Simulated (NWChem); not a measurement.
Isomers of C$_{2}$H$_{7}$BO, each optimised at PBE0/def2-SVP with NWChem, gas phase unless a solvent is named. Flexible species stand in one conformer each, which need not be the lowest.  Relative energies count from the lowest isomer at each level and are electronic, without zero-point energy, on those geometries. Shieldings are non-relativistic GIAO values without spin-orbit effects.

A: CCBO
B: O(B)CC
C: CBOC
D: OB(C)C

```
quantity                                                    A     B     C     D
--------------------------------------------------------  ---  ----  ----  ----
relative energy, PBE0/def2-SVP (kcal/mol)                 ___  31.9  22.1   0.0
relative energy, TPSSh/def2-SVP (kcal/mol)                ___  25.0  16.9   0.0
orbital gap (eV), PBE0/def2-SVP                           ___  8.31  8.70  9.17
highest harmonic frequency (cm⁻¹), PBE0/def2-SVP          ___  3169  3170  3896
11B shift against boron trifluoride, PBE0/pcSseg-1 (ppm)  ___  34.8  38.5  41.8
```

Task: Complete the blanks.

Result: 
- relative energy, PBE0/def2-SVP (kcal/mol), A: 13.7
- relative energy, TPSSh/def2-SVP (kcal/mol), A: 12.0
- orbital gap (eV), PBE0/def2-SVP, A: 8.73
- highest harmonic frequency (cm⁻¹), PBE0/def2-SVP, A: 3863
- 11B shift against boron trifluoride, PBE0/pcSseg-1 (ppm), A: 38.4
